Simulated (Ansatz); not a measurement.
Sn₁₂O₂₀H₁₈²⁺ (started as a model of: [(RSn)12O14(OH)6]2+, R = H), 50 atoms. Hardware: 4 threads of AMD EPYC 7R13 on a shared host and a share (37 GiB) of an NVIDIA H100 80GB HBM3.

In the def2 sets Sn takes a core potential; there is no spin–orbit coupling. Correlated methods freeze 68 core orbitals; core or outer-core shells of Sn are correlated, in sets that lack core-valence functions. Single mean-field runs in def2-SVP, def2-mTZVP are fitted with def2-universal-jkfit.

(1) How many basis functions does each of these Ansatz runs have, and roughly what does it cost? B2PLYP/def2-SVP, charge 2 singlet, energy, from earlier orbitals; PBE-D4/def2-SVP, charge 1 doublet at the geometry of the charge 2 singlet, energy, from earlier orbitals; PBE0-D4/def2-SVP, charge 2 singlet, energy, from earlier orbitals; B3LYP-D4/def2-SVP, charge 3 doublet at the geometry of the charge 2 singlet, energy, from earlier orbitals; B3LYP-D4/def2-SVP, charge 2 singlet, energy and forces, from earlier orbitals; PBE-D4/def2-SVP, charge 2 triplet at the geometry of the charge 2 singlet, energy, from earlier orbitals; MP2/def2-SVP, charge 2 singlet, energy, from earlier orbitals; PBE-D4/def2-SVP, charge 3 doublet at the geometry of the charge 2 singlet, energy, from earlier orbitals; r2SCAN-D4/def2-mTZVP, charge 2 singlet, energy, from earlier orbitals; PBE0-D4/def2-SVP, charge 1 doublet at the geometry of the charge 2 singlet, energy; r2SCAN-D4/def2-SVP, charge 2 singlet, relaxation, 5 steps; RPA@PBE/def2-SVP, charge 2 singlet, energy, from earlier orbitals.

Answers

(1) Other jobs shared the machine, so times can vary by a factor of up to 3.

```csv
run,functions,fitting or Cholesky vectors,wall time,peak host memory (GiB)
"PBE0-D4/def2-SVP, charge 2 singlet, energy, from earlier orbitals",682,4480,6.5 s,1.3
"PBE-D4/def2-SVP, charge 1 doublet at the geometry of the charge 2 singlet, energy, from earlier orbitals",682,4480,9 s,1.4
"r2SCAN-D4/def2-mTZVP, charge 2 singlet, energy, from earlier orbitals",966,4480,11 s,1.4
"B2PLYP/def2-SVP, charge 2 singlet, energy, from earlier orbitals",682,4480,12 s,6
"B3LYP-D4/def2-SVP, charge 2 singlet, energy and forces, from earlier orbitals",682,4480,12 s,3.6
"MP2/def2-SVP, charge 2 singlet, energy, from earlier orbitals",682,7566,13 s,1.9
"PBE0-D4/def2-SVP, charge 1 doublet at the geometry of the charge 2 singlet, energy",682,4480,14 s,1.4
"RPA@PBE/def2-SVP, charge 2 singlet, energy, from earlier orbitals",682,7566,18 s,6.8
"PBE-D4/def2-SVP, charge 3 doublet at the geometry of the charge 2 singlet, energy, from earlier orbitals",682,4480,19 s,1.5
"PBE-D4/def2-SVP, charge 2 triplet at the geometry of the charge 2 singlet, energy, from earlier orbitals",682,4480,28 s,1.5
"B3LYP-D4/def2-SVP, charge 3 doublet at the geometry of the charge 2 singlet, energy, from earlier orbitals",682,4480,30 s,1.5
"r2SCAN-D4/def2-SVP, charge 2 singlet, relaxation, 5 steps",682,4480,41 s,1.4
```
